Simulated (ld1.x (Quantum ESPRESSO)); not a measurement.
An all-electron radial function and its pseudo partner (carbon (C))

Columns: radius, all-electron u(r) and pseudo u(r) of the 2p shell (level -5.45 eV) of carbon in the configuration [He] 2s1.5 2p2.5; BLYP, scalar-relativistic, TM scheme, ld1.x (Quantum ESPRESSO) 7.5.

```csv
r (bohr),all-electron,pseudo
0.108,0.0550,0.0202
0.215,0.1641,0.0778
0.322,0.2833,0.1660
0.430,0.3946,0.2758
0.538,0.4890,0.3938
0.645,0.5640,0.5060
0.752,0.6216,0.6028
0.860,0.6635,0.6776
0.968,0.6908,0.7263
1.075,0.7055,0.7501
1.182,0.7100,0.7536
1.290,0.7063,0.7423
1.398,0.6960,0.7217
1.505,0.6810,0.6968
1.612,0.6623,0.6705
1.720,0.6408,0.6441
1.828,0.6174,0.6183
1.935,0.5931,0.5932
2.042,0.5681,0.5681
2.150,0.5427,0.5427
2.258,0.5173,0.5173
2.365,0.4925,0.4925
2.472,0.4681,0.4681
2.580,0.4442,0.4442
2.688,0.4210,0.4210
2.795,0.3988,0.3988
```

(1) How many radial nodes do the two functions have?

(2) At about which radius was the pseudo-wave matched?

(3) Where does each function peak?

(4) Is the pseudo-wave norm-conserving?

Answers

(1) The all-electron 2p function has n − l − 1 = 0; the pseudo-wave has 0.

(2) 2.15 bohr. The columns agree to 0.0005 from 1.94 bohr on; several derivatives are matched, so the curves merge somewhat inside the radius.

(3) Outermost all-electron maximum near 1.18 bohr, pseudo maximum near 1.18 bohr (to the table’s step).

(4) Yes: the TM scheme keeps the norm inside the radius equal to the all-electron one, which fixes the energy derivative of the logarithmic derivative at the level.
